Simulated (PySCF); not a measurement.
# Reading the logs of faulty runs: B2CH6Si

All numbers below are calculated, not measured. They come from PySCF 2.14.0, an open-source quantum chemistry program, on an isolated molecule that a program drew, which may never have been made. The molecule is B2CH6Si (charge 0, singlet), drawn as the SMILES string `BC=[SiH]B`.

Each row is a Hartree-Fock (HF) and frozen-core CCSD(T) single point in the cc-pV(D+d)Z basis, meant for a local HF minimum. Run 1 is clean. Each other run has one planted mistake out of seven kinds, and not every kind appears here: one electron removed, one electron added, multiplicity raised by two, geometry at a saddle point, minimal basis STO-3G, one bond length entered in bohr, all coordinates scaled. The reference is restricted for singlets and unrestricted otherwise, and also for a bond in bohr. Adding or removing an electron swaps singlet and doublet. Electrons count all cores. HOMO and LUMO are orbital energies over both spins, the gradient is its largest component, and the lowest frequency (negative if imaginary) is given only where the gradient is small. Bond lengths are over the 9 bonds as drawn. T1 is the CCSD diagnostic: over 0.02 (restricted) or 0.045 (unrestricted) a single reference is doubtful.

Geometry of the clean run:
```xyz
10
B2CH6Si, angstrom
B    -1.4449    1.1349    1.9400
C    -0.2801    0.6223    2.7716
Si    0.6231   -0.6267    2.0226
B     0.1329   -1.3224    0.1813
H    -1.6550    0.6500    0.8438
H    -2.1899    2.0080    2.3015
H    -0.0460    1.0170    3.7540
H     1.8000   -1.2746    2.6511
H     0.6114   -0.8382   -0.8031
H    -0.6197   -2.2446    0.0563
```

```
run,electrons,basis functions,<S^2>,HOMO (eV),LUMO (eV),gradient (hartree/bohr),lowest frequency (cm^-1),mean bond (Å),longest bond (Å),T1,HF (hartree),CCSD(T) (hartree),mistake
1,36,95,0.000,-9.03,1.14,2.9e-05,99,1.4049,2.028,0.0133,-379.58074,-380.04774,no fault
2,36,95,0.617,-8.59,0.87,2.0e-02,-,1.5238,2.274,0.0604,-379.46148,-379.93035,one bond length entered in bohr
3,35,95,0.755,-17.36,-6.62,5.6e-02,-,1.4049,2.028,0.0124,-379.30213,-379.71616,one electron removed
4,37,95,0.762,-1.11,6.11,5.3e-02,-,1.4049,2.028,0.0137,-379.57780,-380.06501,?
5,36,95,0.000,-8.80,1.06,2.2e-02,-,1.4512,2.095,0.0140,-379.57167,-380.04405,?
```

**Which mistake was planted in run 4, and what did it cost?**

It counts 37 electrons, one more than the clean run, at the same geometry and basis. So the mistake is: one electron added. Subtracting run 1 and multiplying by 627.51 kcal/mol a hartree, the energy moved by 1.8 kcal/mol in HF and -10.8 kcal/mol in CCSD(T).

**Which mistake was planted in run 5, and what did it cost?**

The mean and the longest bond both change by the same factor, 1.033, and the gradient is no longer small. So the mistake is: all coordinates scaled. Subtracting run 1 and multiplying by 627.51 kcal/mol a hartree, the energy moved by 5.7 kcal/mol in HF and 2.3 kcal/mol in CCSD(T).

Cautions from the logs. Run 2: T1 is over the limit, so its CCSD(T) energy is less reliable.
